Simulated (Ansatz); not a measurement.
BrH2In (SMILES [Br][InH2]) moved off its minimum; all values from Ansatz (a quantum-chemistry and plane-wave program), cores frozen in correlated methods. Elements past Kr take the def2 small-core potentials, without spin–orbit coupling.
(charge 0, multiplicity 1)
```xyz
4

In    -0.50972    -0.78715     0.11373
H      0.18814    -1.91580     1.31896
H     -1.91195    -0.89309    -0.91387
Br     0.84711     1.28328    -0.18712
```

**Question.** Give the forces (eV/Å), the total energy and the dipole at CCSD(T)/def2-TZVPPD.

**Answer.** 
| atom | Fx | Fy | Fz |
|---|---|---|---|
| In1 | 0.155 | -0.526 | 0.344 |
| H2 | -0.283 | 0.367 | -0.398 |
| H3 | 0.039 | -0.010 | 0.074 |
| Br4 | 0.089 | 0.169 | -0.019 |
Energy -2763.1059 hartree, dipole 2.56 D.
